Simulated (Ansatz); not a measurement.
AsH5, closed shell: a trajectory.

in.yaml

```yaml
crystal:
  periodic: [false, false, false]
  atoms:
    - {symbol: H, position_ang: [0.380764, 0.421620, -2.558476]}
    - {symbol: H, position_ang: [-0.103014, -0.108206, -2.351541]}
    - {symbol: As, position_ang: [-0.441132, -0.485789, 0.915033]}
    - {symbol: H, position_ang: [-0.364348, -0.405427, 2.432930]}
    - {symbol: H, position_ang: [1.073583, -0.448265, 0.779789]}
    - {symbol: H, position_ang: [-0.545754, 1.026167, 0.782365]}
basis:
  gaussian: {orbitals: 6-31G}
hamiltonian: {xc: r2scan, dispersion: d4}
md: {n_steps: 40, timestep: 0.25, temperature: 1000, ensemble: nve, seed: 801, initial_velocities: maxwell_boltzmann}
```

Command:

```bash
ansatz run in.yaml --threads 2 --pin off --events-out ev --progress --plain --max-ram 5222MiB
```

What Ansatz 0.2.0 printed:

```
Functional definition: r2SCAN
  name "r2SCAN"
  cite "Furness, Kaplan, Ning, Perdew & Sun, J. Phys. Chem. Lett. 11, 8208 (2020) doi:10.1021/acs.jpclett.0c02405"
  cite "Furness, Kaplan, Ning, Perdew & Sun, J. Phys. Chem. Lett. 11, 9248 (2020) doi:10.1021/acs.jpclett.0c03077"
  parent r2scan
  parameter k0 = 0.174
  parameter k1 = 0.065
  parameter a1 = 4.9479
  exchange = r2scan_x(k0 = k0, k1 = k1, a1 = a1)
  correlation = r2scan_c
470 factors; integrals over basis functions are off by at most 2.4e-4 eV
mean field evaluation 1: about -60910.5267 eV, gradient 7.8e0 eV
mean field evaluation 2: about -60910.6777 eV, gradient 3.8e0 eV
mean field evaluation 4: about -60910.7373 eV, gradient 2.7e-1 eV
mean field evaluation 8: about -60910.7281 eV, gradient 1.9e-3 eV
mean field -60910.72807872 eV, -2238.4279701185 hartree, gradient 5.7e-5 eV, S^2 0.000000; 0 other end points of the search recorded, 0 dependent functions left out
the calculation of the forces begins
reference -60910.72808670 eV, -2238.4279704117 hartree; 19, 19 occupied and 20, 20 virtual orbitals, 470 factors
md step     0: t =     0.00 fs  T =  1000.0 K  F+E_penalty+E_count = -60910.74097516 eV  E_kin = 0.517040 eV  conserved = -60910.22393516 eV  (19 SCF iters)
md step     1: t =     0.25 fs  T =   986.4 K  F+E_penalty+E_count = -60910.73389334 eV  E_kin = 0.509991 eV  conserved = -60910.22390246 eV  (21 SCF iters)
md step     2: t =     0.50 fs  T =   965.3 K  F+E_penalty+E_count = -60910.72295917 eV  E_kin = 0.499105 eV  conserved = -60910.22385395 eV  (21 SCF iters)
md step     3: t =     0.75 fs  T =   938.3 K  F+E_penalty+E_count = -60910.70894064 eV  E_kin = 0.485145 eV  conserved = -60910.22379594 eV  (21 SCF iters)
md step     4: t =     1.00 fs  T =   907.1 K  F+E_penalty+E_count = -60910.69276030 eV  E_kin = 0.469026 eV  conserved = -60910.22373442 eV  (21 SCF iters)
md step     5: t =     1.25 fs  T =   873.7 K  F+E_penalty+E_count = -60910.67539975 eV  E_kin = 0.451725 eV  conserved = -60910.22367478 eV  (21 SCF iters)
md step     6: t =     1.50 fs  T =   839.8 K  F+E_penalty+E_count = -60910.65781065 eV  E_kin = 0.434189 eV  conserved = -60910.22362175 eV  (21 SCF iters)
md step     7: t =     1.75 fs  T =   807.0 K  F+E_penalty+E_count = -60910.64083770 eV  E_kin = 0.417259 eV  conserved = -60910.22357914 eV  (21 SCF iters)
md step     8: t =     2.00 fs  T =   776.7 K  F+E_penalty+E_count = -60910.62515706 eV  E_kin = 0.401608 eV  conserved = -60910.22354951 eV  (19 SCF iters)
md step     9: t =     2.25 fs  T =   749.8 K  F+E_penalty+E_count = -60910.61123344 eV  E_kin = 0.387699 eV  conserved = -60910.22353476 eV  (19 SCF iters)
md step    10: t =     2.50 fs  T =   726.8 K  F+E_penalty+E_count = -60910.59929508 eV  E_kin = 0.375760 eV  conserved = -60910.22353496 eV  (18 SCF iters)
md step    11: t =     2.75 fs  T =   707.5 K  F+E_penalty+E_count = -60910.58933267 eV  E_kin = 0.365784 eV  conserved = -60910.22354883 eV  (18 SCF iters)
md step    12: t =     3.00 fs  T =   691.5 K  F+E_penalty+E_count = -60910.58112170 eV  E_kin = 0.357548 eV  conserved = -60910.22357349 eV  (18 SCF iters)
md step    13: t =     3.25 fs  T =   678.2 K  F+E_penalty+E_count = -60910.57427020 eV  E_kin = 0.350666 eV  conserved = -60910.22360452 eV  (18 SCF iters)
md step    14: t =     3.50 fs  T =   666.6 K  F+E_penalty+E_count = -60910.56828986 eV  E_kin = 0.344653 eV  conserved = -60910.22363639 eV  (18 SCF iters)
md step    15: t =     3.75 fs  T =   655.7 K  F+E_penalty+E_count = -60910.56268374 eV  E_kin = 0.339021 eV  conserved = -60910.22366316 eV  (18 SCF iters)
md step    16: t =     4.00 fs  T =   644.7 K  F+E_penalty+E_count = -60910.55703871 eV  E_kin = 0.333359 eV  conserved = -60910.22367964 eV  (18 SCF iters)
md step    17: t =     4.25 fs  T =   633.3 K  F+E_penalty+E_count = -60910.55110465 eV  E_kin = 0.327422 eV  conserved = -60910.22368266 eV  (18 SCF iters)
md step    18: t =     4.50 fs  T =   621.2 K  F+E_penalty+E_count = -60910.54484088 eV  E_kin = 0.321168 eV  conserved = -60910.22367239 eV  (18 SCF iters)
md step    19: t =     4.75 fs  T =   608.8 K  F+E_penalty+E_count = -60910.53841154 eV  E_kin = 0.314759 eV  conserved = -60910.22365260 eV  (21 SCF iters)
md step    20: t =     5.00 fs  T =   596.7 K  F+E_penalty+E_count = -60910.53212343 eV  E_kin = 0.308493 eV  conserved = -60910.22363031 eV  (18 SCF iters)
md step    21: t =     5.25 fs  T =   585.4 K  F+E_penalty+E_count = -60910.52631474 eV  E_kin = 0.302701 eV  conserved = -60910.22361424 eV  (18 SCF iters)
md step    22: t =     5.50 fs  T =   575.6 K  F+E_penalty+E_count = -60910.52122231 eV  E_kin = 0.297610 eV  conserved = -60910.22361198 eV  (18 SCF iters)
md step    23: t =     5.75 fs  T =   567.2 K  F+E_penalty+E_count = -60910.51686739 eV  E_kin = 0.293240 eV  conserved = -60910.22362695 eV  (18 SCF iters)
md step    24: t =     6.00 fs  T =   559.6 K  F+E_penalty+E_count = -60910.51300039 eV  E_kin = 0.289342 eV  conserved = -60910.22365804 eV  (18 SCF iters)
md step    25: t =     6.25 fs  T =   552.0 K  F+E_penalty+E_count = -60910.50912241 eV  E_kin = 0.285424 eV  conserved = -60910.22369881 eV  (18 SCF iters)
md step    26: t =     6.50 fs  T =   543.2 K  F+E_penalty+E_count = -60910.50458266 eV  E_kin = 0.280843 eV  conserved = -60910.22373989 eV  (18 SCF iters)
md step    27: t =     6.75 fs  T =   531.8 K  F+E_penalty+E_count = -60910.49872085 eV  E_kin = 0.274949 eV  conserved = -60910.22377206 eV  (18 SCF iters)
md step    28: t =     7.00 fs  T =   516.8 K  F+E_penalty+E_count = -60910.49101316 eV  E_kin = 0.267225 eV  conserved = -60910.22378810 eV  (18 SCF iters)
md step    29: t =     7.25 fs  T =   497.8 K  F+E_penalty+E_count = -60910.48118590 eV  E_kin = 0.257401 eV  conserved = -60910.22378449 eV  (18 SCF iters)
md step    30: t =     7.50 fs  T =   474.8 K  F+E_penalty+E_count = -60910.46927350 eV  E_kin = 0.245512 eV  conserved = -60910.22376152 eV  (18 SCF iters)
md step    31: t =     7.75 fs  T =   448.5 K  F+E_penalty+E_count = -60910.45561722 eV  E_kin = 0.231895 eV  conserved = -60910.22372255 eV  (18 SCF iters)
md step    32: t =     8.00 fs  T =   420.0 K  F+E_penalty+E_count = -60910.44081480 eV  E_kin = 0.217142 eV  conserved = -60910.22367290 eV  (18 SCF iters)
md step    33: t =     8.25 fs  T =   390.7 K  F+E_penalty+E_count = -60910.42563878 eV  E_kin = 0.202020 eV  conserved = -60910.22361855 eV  (18 SCF iters)
md step    34: t =     8.50 fs  T =   362.4 K  F+E_penalty+E_count = -60910.41094197 eV  E_kin = 0.187377 eV  conserved = -60910.22356530 eV  (18 SCF iters)
md step    35: t =     8.75 fs  T =   336.6 K  F+E_penalty+E_count = -60910.39756521 eV  E_kin = 0.174047 eV  conserved = -60910.22351806 eV  (18 SCF iters)
md step    36: t =     9.00 fs  T =   314.8 K  F+E_penalty+E_count = -60910.38625738 eV  E_kin = 0.162777 eV  conserved = -60910.22348071 eV  (20 SCF iters)
md step    37: t =     9.25 fs  T =   298.2 K  F+E_penalty+E_count = -60910.37761288 eV  E_kin = 0.154157 eV  conserved = -60910.22345554 eV  (20 SCF iters)
md step    38: t =     9.50 fs  T =   287.4 K  F+E_penalty+E_count = -60910.37203013 eV  E_kin = 0.148586 eV  conserved = -60910.22344409 eV  (19 SCF iters)
md step    39: t =     9.75 fs  T =   282.8 K  F+E_penalty+E_count = -60910.36968911 eV  E_kin = 0.146243 eV  conserved = -60910.22344647 eV  (16 SCF iters)
md step    40: t =    10.00 fs  T =   284.5 K  F+E_penalty+E_count = -60910.37055003 eV  E_kin = 0.147089 eV  conserved = -60910.22346146 eV  (22 SCF iters)
Total energy: -60910.37055826 eV, -2238.4148314839 hartree
Atom 0 at     0.364388     0.500128    -2.958485 Å, force    -0.501022    -0.606169     0.560027 eV/Å
Atom 1 at    -0.038183     0.016347    -2.513766 Å, force     0.499498     0.602837    -0.550861 eV/Å
Atom 2 at    -0.435668    -0.486365     0.925113 Å, force    -1.215843     0.167180    -0.021020 eV/Å
Atom 3 at    -0.667629    -0.362208     2.502340 Å, force     0.856426    -0.007556    -0.890117 eV/Å
Atom 4 at     1.091199    -0.690893     0.636577 Å, force    -0.372055     0.706926     0.728011 eV/Å
Atom 5 at    -0.714681     1.065291     0.669206 Å, force     0.732996    -0.863218     0.173959 eV/Å
Dipole moment:     0.162717     0.132871     0.103242 e Å

[the SCF lines of later steps are left out]
```

The lines “mean field evaluation” count trial sets of orbitals through the whole run, from several starts and some on an approximate energy, so they need not fall steadily or lie above the final value.

Hardware: 2 CPU threads of an Arm Neoverse V1, shared host. Wall time about 35 s.
